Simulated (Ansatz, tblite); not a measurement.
Removing and adding an electron: OsO3(NH) (OsNO3H). Total charge 0; singlet. Geometry: PBE0-D4/def2-SVP. Ansatz, gas phase; energy differences of separate SCF runs; the oxidised species was run as a doublet alone; the reduced species was run as a doublet alone.

```xyz
6

Os   -0.431    0.066    0.119
O    -1.445   -0.343   -1.185
O    -0.823   -0.905    1.461
O    -0.666    1.703    0.521
N     1.201   -0.192   -0.317
H     2.164   -0.329   -0.599
```

In the def2 sets Os takes a core potential; there is no spin–orbit coupling. The xTB rows come from tblite. HOMO above LUMO, or a gap near zero within one spin, warns that the state may not be the lowest or that an electron is smeared out.

```
               level  −HOMO (eV)  vertical IE (eV)  −LUMO (eV)  vertical EA (eV)  HOMO–LUMO gap (eV)  IE − EA (eV)                                                                                                            remarks
    PBE-D4/def2-TZVP        7.77             11.07        3.99                 –                3.78             –                                                                                                                  –
   PBE-D4/def2-TZVPD        7.81                 –        4.07              0.89                3.75             –  HOMO above zero (-1 doublet), gap within one spin near zero (-1 doublet), restricted SCF unstable in HF (singlet)
r2SCAN-D4/def2-TZVPD        8.13                 –        4.11              1.03                4.02             –                                              HOMO above zero (-1 doublet), restricted SCF unstable in HF (singlet)
  PBE0-D4/def2-TZVPD        9.25                 –        3.50              1.40                5.75             –                                              HOMO above zero (-1 doublet), restricted SCF unstable in HF (singlet)
```

Q: Estimate the rows for GFN1-xTB, GFN2-xTB, r2SCAN-D4/def2-TZVP, PBE0-D4/def2-TZVP.

A: 
| level | −HOMO (eV) | vertical IE (eV) | −LUMO (eV) | vertical EA (eV) | HOMO–LUMO gap (eV) | IE − EA (eV) | remarks |
| --- | --- | --- | --- | --- | --- | --- | --- |
| GFN1-xTB | 13.75 | 17.38 | 10.24 | 6.75 | 3.51 | 10.63 | – |
| GFN2-xTB | 13.18 | 16.67 | 10.61 | 7.17 | 2.56 | 9.50 | – |
| r2SCAN-D4/def2-TZVP | 8.12 | 11.11 | 4.08 | – | 4.04 | – | restricted SCF unstable in HF (singlet) |
| PBE0-D4/def2-TZVP | 9.23 | 11.25 | 3.44 | – | 5.78 | – | restricted SCF unstable in HF (singlet) |

   A HOMO above zero means that the electron is unbound at that level or that self-interaction error raises the level; the energy of removing that electron tells which. Raw xTB energy differences between charge states are shifted by several eV; the methods need an empirical correction for them.
